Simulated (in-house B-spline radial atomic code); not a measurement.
Configurations of Pr³⁺, with energies counted from [Xe] 4f2. All numbers are computed (scalar-relativistic (X2C) TPSSh, spin-polarised, spherical fractional occupations, exact exchange averaged over the configuration; Fermi nucleus of rms radius 4.8919 fm) with a radial B-spline atomic code at the basis-set limit, not measured. Shells without spins written out take the highest spin.

Occupations are held fixed; configurations that lie above the ionisation limit could autoionise.

| configuration | E - E(ref) (eV) | highest orbital | its <r> (bohr) |
| --- | --- | --- | --- |
| [Xe] 4f1 6s1 | 12.693 | 6s up | 3.223 |
| [Kr] 4d10 4f2 5s2 5p5 6s1 | 26.601 | 6s up | 3.243 |

Q: Order these further configurations by energy, lowest first.
A. [Kr] 4d9 4f2 5s2 5p6 6p1
B. [Kr] 4d9 4f3 5s2 5p6
C. [Kr] 4d10 4f2 5s2 5p5 6p1

A: C (31.475 eV), B (109.19 eV), A (128.94 eV).
